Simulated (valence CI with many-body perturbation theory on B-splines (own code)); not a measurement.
# Sensitivity of CI+MBPT for Nb XXXVII

Computed by configuration interaction combined with many-body perturbation theory (CI+MBPT): three valence electrons over a frozen Dirac-Fock core [He], radial functions for each j: 6 s, 6 p, 5 d, 3 f, 1 g, with the one-electron correlation potential Σ1, the two-electron term Σ2, the three-electron term Σ3, Breit, model QED; selected CI, second order for the rest, scaled by the run's own slope (own B-spline code, finite nucleus).

No measured spectrum was set against this ion. As an estimate, large intervals hold to a few tenths of a per cent, small ones and those within an open d or f shell to about a per cent.

The reference run has the lowest level (2s^2 2p1/2) J=1/2 and an ionisation energy of 5013.05 eV. Its largest variational space holds 4182 state functions.

Levels are named by their leading jj configuration (3d3/2^4 stands for four electrons in 3d with j = 3/2), which in mixed levels can hold well under half, so a name can repeat and another be missing. Letters in brackets count levels of one name in rising energy.

Changed runs:
A. factor on the speed of light 1 → 10; QED terms on → off; highest l in the core sums 6 → 3
B. scale of Σ1 1 → 0.9
C. Breit term on → off; QED terms on → off
D. start configuration 2s2 2p1 → 2s2 3p1 (bad on purpose)

Excitation energies of the reference run in cm⁻¹, and shifts in cm⁻¹:

| Level | Reference | A | B | C |
| --- | --- | --- | --- | --- |
| (2s 2p1/2^2) J=1/2 | 861726 | -332998 | +170 | -1100 |
| (2s^2 2p3/2) J=3/2 | 867844 | -859721 | -38 | +17333 |
| (2s 2p1/2 2p3/2) J=3/2 [a] | 1488640 | -957099 | +133 | +14497 |
| (2s 2p1/2 2p3/2) J=5/2 | 1668480 | -1132460 | +131 | +28188 |
| (2s 2p1/2 2p3/2) J=3/2 [b] | 1973790 | -1017684 | +132 | +21552 |
| (2s 2p1/2 2p3/2) J=1/2 | 2021660 |  | +136 | +11875 |
| (2s 2p3/2^2) J=5/2 | 2512020 | -1555904 | +94 | +37066 |
| (2s 2p3/2^2) J=1/2 | 2938160 |  | +92 | +24786 |
| (2s 2p3/2^2) J=3/2 | 2947990 | -1662950 | +94 | +34660 |
| (2p1/2^2 2p3/2) J=3/2 | 2953430 |  | +303 | +17351 |
| (2p1/2 2p3/2^2) J=3/2 | 3659320 | -1736110 | +269 | +31492 |
| (2p1/2 2p3/2^2) J=5/2 | 3779990 | -1856764 | +267 | +44918 |
| Ionisation energy (eV) | 5013.05 | -125.04 | -0.037 | +4.50 |

A blank means that the level has no clear partner in that run.

Run D: It gave no result: the start configuration must fill the lowest shells above the core. The program said: "3p is not the lowest shell of its kind above the core".
